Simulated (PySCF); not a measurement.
TiO2, SMILES [O]=[Ti]=[O], multiplicity 1.

Coordinates come from a TPSSh-D3(BJ)/def2-TZVP optimisation. The multiplicity is an assumed one; other spin states were not compared. The isomer is the one that the SMILES or the coordinates give; other isomers of the formula were not compared.

All values below come from PySCF with PBE/def2-TZVPD.

Question: Estimate the frontier levels, gap, dipole moment and polarisability. (The exact figures need the calculation; the answer reports its results.)

Answer: 
| Item | Result |
|---|---|
| highest occupied level | -5.81 eV |
| lowest empty level | -3.56 eV |
| orbital gap | 2.25 eV |
| dipole moment | 6.40 D |
| quadrupole, principal values (traceless, Buckingham form, about the centre of nuclear charge) | -13.39, 6.27, 7.12 D·Å |
| mean static polarisability | 35.8 bohr³ (5.30 Å³) |
| polarisability, principal values | 23.8, 29.8, 53.7 bohr³ |
